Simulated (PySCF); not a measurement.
**How methods differ on the excitation energy of Br**

Br [Ar] 3d10 4s2 4p5 (2P) → Br [Ar] 3d10 4s1 4p6 (2S), as a difference of total energies. Computed with PySCF 2.14 in aug-cc-pwCVTZ-PP with ECP10MDF, with scalar relativity through the core potential. Correlated levels: valence: 3s2 3p6 3d10 frozen; valence and next inner shell: nothing frozen outside the core potential. The calculations carry no spin-orbit coupling.

| method | excitation energy (eV) |
| --- | --- |
| UHF | 15.129 |
| LDA | 12.368 |
| PBE | 12.365 |
| PBE0 | 13.064 |
| r2SCAN | 12.940 |
| MN15 | 12.702 |
| PW91 | 12.390 |
| TPSSh | 12.784 |
| LC-wPBE | 13.506 |
| MP2 (valence) | 13.076 |
| SCS-MP2 (valence) | 12.853 |
| MP2 (valence and next inner shell) | 12.952 |
| SCS-MP2 (valence and next inner shell) | 12.739 |

Q: How much does correlation contribute at MP2 (valence and next inner shell)?

A: 12.952 − (15.129) = -2.177 eV, measured against UHF.

The upper state lies above the first ionisation limit, where it may autoionise and the basis confines it.
